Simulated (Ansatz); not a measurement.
Sn(tBu)Me3 (C₇H₁₈Sn), relaxed as a singlet with RKS PBE-D4/def2-SVP in Ansatz, starting from the GFN2-xTB geometry. Force threshold 0.03 eV/Å.

In the def2 sets Sn takes a core potential; there is no spin–orbit coupling.

Start:

```tsv
atom	x (Å)	y (Å)	z (Å)
Sn1	-0.8473	0.5024	-0.1216
C2	1.0901	-0.6414	0.1533
C3	1.1903	-1.7099	-0.9208
C4	1.0901	-1.2872	1.5276
C5	2.2576	0.3222	0.0345
H6	2.1189	-2.2684	-0.8006
H7	0.3627	-2.4124	-0.8527
H8	1.1897	-1.2673	-1.9146
H9	0.2572	-1.9786	1.6351
H10	1.0222	-0.5369	2.3120
H11	2.0145	-1.8469	1.6733
H12	2.2022	1.1001	0.7928
H13	2.2775	0.7932	-0.9458
H14	3.1959	-0.2162	0.1703
C15	-1.2006	1.8849	1.5638
H16	-2.0845	2.4786	1.3636
H17	-0.3606	2.5560	1.6990
H18	-1.3574	1.3356	2.4850
C19	-2.5675	-0.8782	-0.2323
H20	-2.5783	-1.5478	0.6202
H21	-2.5292	-1.4709	-1.1387
H22	-3.4896	-0.3096	-0.2323
C23	-0.8133	1.6948	-1.9805
H24	-0.6206	1.0654	-2.8416
H25	-0.0470	2.4597	-1.9314
H26	-1.7729	2.1787	-2.1175
```

```
step  energy (eV)  largest force component (eV/Å)  SCF passes
   1  -13368.0674                           0.896          20
   2  -13368.2692                           0.357          19
   3  -13368.2908                           0.166          19
   4  -13368.2930                           0.092          20
   5  -13368.2943                           0.009          20
```

Force components are those of the run's own axes.

End:

```xyz
26

Sn   -0.860    0.507   -0.121
C     1.038   -0.612    0.146
C     1.135   -1.674   -0.956
C     1.020   -1.274    1.529
C     2.205    0.378    0.041
H     2.081   -2.258   -0.857
H     0.298   -2.401   -0.910
H     1.137   -1.225   -1.972
H     0.175   -1.987    1.641
H     0.944   -0.530    2.349
H     1.958   -1.853    1.700
H     2.155    1.169    0.819
H     2.240    0.880   -0.948
H     3.180   -0.149    0.175
C    -1.142    1.862    1.562
H    -2.056    2.471    1.414
H    -0.274    2.544    1.657
H    -1.248    1.288    2.503
C    -2.520   -0.902   -0.213
H    -2.528   -1.545    0.688
H    -2.427   -1.546   -1.109
H    -3.483   -0.357   -0.267
C    -0.769    1.652   -1.974
H    -0.575    0.979   -2.832
H     0.043    2.404   -1.921
H    -1.728    2.179   -2.146
```

By distances, no bond broke or formed. The bond that changes most is Sn1–C2, from 2.27 to 2.22 Å (atoms count from 1).

No frequencies were taken in this run, so the end may be a saddle point.

Run time 22 s (2 threads of AMD EPYC 7R13 on a shared host and a share (18 GiB) of an NVIDIA H100 80GB HBM3), peak host memory 0.86 GiB.
